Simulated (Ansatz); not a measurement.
`S=CB(S)Cl` + `CC[SiH2][SeH]` → `CCB(S)Cl` + `S=C[SiH2][SeH]`  (redistribution)

Program: Ansatz. Geometries: PBE0-D4/def2-TZVP. ΔE: electronic, gas phase. CCSD(T)/CBS adds triple-zeta CCSD(T) − MP2 to the extrapolated MP2 energy (def2 sets, frozen cores). For Se outer-core shells are correlated without core-valence functions, which leaves a few kJ/mol of doubt a bond. Scalar relativity is left out up to krypton. Each species was taken in one conformer, which may not be the lowest.

`S=CB(S)Cl`:

Z-matrix (Å, degrees):
```
C
B 1 1.567
S 1 1.610 2 124.9
H 1 1.095 2 117.0 3 179.9
Cl 2 1.743 1 121.7 3 0.8
S 2 1.785 1 120.9 3 -179.2
H 6 1.345 2 96.5 1 -0.1
```

`CC[SiH2][SeH]`:

Z-matrix (Å, degrees):
```
C
C 1 1.524
H 1 1.093 2 111.3
H 1 1.093 2 111.4 3 -120.1
H 1 1.092 2 111.1 3 119.6
Si 2 1.872 1 114.2 3 -60.3
H 2 1.097 1 110.8 3 60.5
H 2 1.096 1 110.7 3 177.8
Se 6 2.286 2 112.7 1 -59.0
H 6 1.487 2 111.0 1 56.4
H 6 1.487 2 110.3 1 177.8
H 9 1.470 6 93.1 2 -66.0
```

`CCB(S)Cl`:

Cartesian coordinates in Å:
```
C 0.304 -0.657 1.317
C 0.428 -0.245 -0.147
B -0.825 0.450 -0.774
S -0.762 1.725 -2.032
Cl -2.452 -0.041 -0.302
H -0.549 -1.320 1.470
H 1.201 -1.178 1.657
H 0.160 0.214 1.962
H 0.601 -1.141 -0.762
H 1.316 0.378 -0.294
H 0.577 1.815 -2.094
```

`S=C[SiH2][SeH]`:

Cartesian coordinates in Å:
```
S -1.735 -2.085 0.250
C -0.696 -0.930 0.675
Si -0.230 0.488 -0.461
Se 2.000 0.402 -0.946
H -0.224 -0.977 1.662
H -0.540 1.776 0.213
H -0.952 0.343 -1.743
H 2.377 0.983 0.350
```

```tsv
species	CCSD(T)/CBS(def2) energy (Eh)
`S=CB(S)Cl`	-1319.42144
`CC[SiH2][SeH]`	-2770.73720
`CCB(S)Cl`	-962.14888
`S=C[SiH2][SeH]`	-3128.00895
```

Q: Work out ΔE.

A: ΔE = (-962.14888) + (-3128.00895) − (-1319.42144) − (-2770.73720) = 0.00081 Eh = +0.5 kcal/mol.

Largest T1 diagnostic among the species: 0.015.

In def2-TZVPP, CCSD(T) changes the Hartree–Fock value by +2.0 kcal/mol (the triples alone add +0.3 kcal/mol) and MP2 by +2.4 kcal/mol.
